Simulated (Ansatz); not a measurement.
`F[CH](F)[GaH2]` + SiH₄ → `F[CH]([SiH3])[GaH2]` + H–F  (formal exchange of groups at a C–F bond)

Program: Ansatz. Geometries: PBE0-D4/def2-TZVP. ΔE: electronic, gas phase. CCSD(T)/CBS is the MP2 limit (def2-TZVPP, def2-QZVPP) plus CCSD(T) − MP2 in def2-TZVPP, frozen cores. This one scheme is used for every species. Functionals use def2-TZVPP. For Ga outer-core shells are correlated without core-valence functions, which leaves a few kJ/mol of doubt a bond. Scalar relativity is left out up to krypton.

CCSD(T)/CBS gives -14.6 kcal/mol.

Task: Another level gave -11.0 kcal/mol. Which?
A. r2SCAN0/def2-TZVPP
B. BLYP/def2-TZVPP
C. BHLYP/def2-TZVPP
D. CCSD(T)/def2-TZVPP

Result: A. r2SCAN0 -11.0, CCSD(T)/def2-TZVPP -12.2, BHLYP -8.3, BLYP -6.9 kcal/mol.

Largest T1 diagnostic among the species: 0.013.

At CCSD(T), def2-SVP lies +9.2 kcal/mol from the extrapolated value and def2-TZVPP +2.4 kcal/mol. Leaving LDA and LC-ωPBE aside and taking each functional with its dispersion term where it has one, the values, not all of them listed here, spread over 3.4 kcal/mol, from PBE-QIDH to CAM-B3LYP-D4. LDA lies −1.1 kcal/mol from PBE without D4. The D4 term adds −2.4 kcal/mol with B3LYP and −1.3 kcal/mol with PBE0; it sums over pairs of atoms, weighted by their polarisabilities, and B3LYP, whose exchange is more repulsive, gets the larger term.

B3LYP here is the variant with VWN-RPA as its local correlation; programs differ in this.
